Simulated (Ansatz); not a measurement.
`BC([SiH3])[SiH2]F` + `OCO[SiH3]` → `BOCO[SiH3]` + `F[SiH2]C[SiH3]`  (ligand exchange at a B–C bond)

Program: Ansatz. Geometries: PBE0-D4/def2-TZVP. ΔE: electronic, gas phase. CCSD(T)/CBS is the MP2 limit (def2-TZVPP, def2-QZVPP) plus CCSD(T) − MP2 in def2-TZVPP, frozen cores. DFT in def2-TZVPP. Each species was taken in one conformer, which may not be the lowest.

(1) Is it downhill or uphill in electronic energy at CCSD(T)/CBS, and by how much? (An estimate is asked.)

(2) What do these levels give: PBE0-D4, B2PLYP, HF/def2-TZVPP, SCS-MP2/def2-TZVPP, HF/def2-QZVPP, CCSD/CBS(def2)? (Estimate.)

Largest T1 diagnostic among the species: 0.013.

Answers

(1) Ansatz gave: Downhill: ΔE = -115.3 kJ/mol.

(2) The calculation gave: PBE0-D4 -110.2, B2PLYP -124.0, HF/def2-TZVPP -131.3, SCS-MP2/def2-TZVPP -120.1, HF/def2-QZVPP -131.7, CCSD/CBS(def2) -116.7 kJ/mol.

In def2-TZVPP, CCSD(T) changes the Hartree–Fock value by +13.7 kJ/mol (the triples alone add +1.4 kJ/mol) and MP2 by +15.5 kJ/mol. The D4 term adds +3.6 kJ/mol with B3LYP and +1.8 kJ/mol with PBE0; it sums over pairs of atoms, weighted by their polarisabilities, and B3LYP, whose exchange is more repulsive, gets the larger term.

B3LYP here is the variant with VWN-RPA as its local correlation; programs differ in this.
